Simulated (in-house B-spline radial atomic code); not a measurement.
A fraction x of an electron is removed from 4d in Ba3+, starting from [Kr] 4d10 5s2 5p5 and keeping the highest spin. Level of theory: scalar-relativistic (X2C) TPSSh, spin-polarised, spherical fractional occupations, Fermi nucleus of rms radius 4.8378 fm; calculated with a radial B-spline atomic code at the basis-set limit.

Caution: exact exchange at fractional occupations of open shells leaves self-interaction of up to several eV.

```
   x  E(x) - E(0) (eV)  4d down level (eV)
   0            0.0000            -116.911
0.06            7.0512            -118.130
0.13                 ?                   ?
0.33           39.6916            -123.664
0.48           58.4740            -126.772
 0.5           61.0137            -127.188
 0.6           73.8368            -129.276
0.71                 ?                   ?
0.87          109.5073            -134.963
0.95          120.3723            -136.662
   1          127.2320            -137.727
```

**Question.** What belongs in the row x = 0.13?

**Answer.** An energy change of 15.3702 eV; 4d down at -119.557 eV.

**Question.** What belongs in the row x = 0.71?

**Answer.** An energy change of 88.1840 eV; 4d down at -131.584 eV.

**Question.** Check Janak's theorem between x = 0.33 and 0.48.

**Answer.** The slope of the energy is 125.22 eV; the orbital levels give 125.22 eV (-ε of the emptying orbital, averaged over the two points).
